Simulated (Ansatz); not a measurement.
`[F][In]([Br])[Br]` + H₂ → `[Br][InH][Br]` + H–F at 298.15 K and 1 bar (hydrogenolysis of the In–F bond).

Program: Ansatz. Geometries: PBE0-D4/def2-TZVP. ΔE: electronic, gas phase. CBS: MP2 limit from def2 TZ/QZ plus the TZ coupled-cluster correction, frozen cores. This one scheme is used for every species. def2 core potentials past Kr. For Br, In outer-core shells are correlated without core-valence functions, which leaves a few kJ/mol of doubt a bond. Scalar relativity is left out up to krypton.

```tsv
species	CCSD(T)/CBS energy (Eh)	H − E (kJ/mol)	S (J/(mol·K))
`[F][In]([Br])[Br]`	-5436.38187	27.2	362.3
H₂	-1.17544	35.1	130.4
`[Br][InH][Br]`	-5337.15310	35.8	336.1
H–F	-100.39570	33.5	173.6
```

H − E and S are ideal-gas, rigid-rotor, harmonic terms from PBE0-D4/def2-TZVP. The MP2-based limit puts H₂ 0.8 mEh under its directly extrapolated value; such offsets cancel only in part. 1 Eh = 2625.50 kJ/mol, R = 8.31446 J/(mol·K).

Question: By hand: ΔE, ΔH, ΔS and ΔG.

Answer: ΔE = (-5337.15310) + (-100.39570) − (-5436.38187) − (-1.17544) = 0.00851 Eh = 22.3 kJ/mol. Δ(H − E) = 35.8 + 33.5 − 27.2 − 35.1 = 7.0, so ΔH = 29.3 kJ/mol. ΔS = 336.1 + 173.6 − 362.3 − 130.4 = 17.0 J/(mol·K). ΔG = 29.3 − 298.15 × (17.0)/1000 = 24.2 kJ/mol.

Question: By hand: the equilibrium constant, and the temperature at which ΔG would vanish if ΔH and ΔS stayed fixed.

Answer: log₁₀ K = −ΔG/(RT ln 10) = -4.2. ΔG = 0 at ΔH/ΔS = 1724 K, though so small a ΔS makes that figure unsure.

ΔH outweighs TΔS. A doubt of 5 kJ/mol in ΔE shifts log₁₀ K by 0.9 here. These are equilibria of isolated gas molecules and say nothing of rates. Largest T1 diagnostic: 0.012 (customary marks: 0.02 for closed shells, 0.045 for open ones).
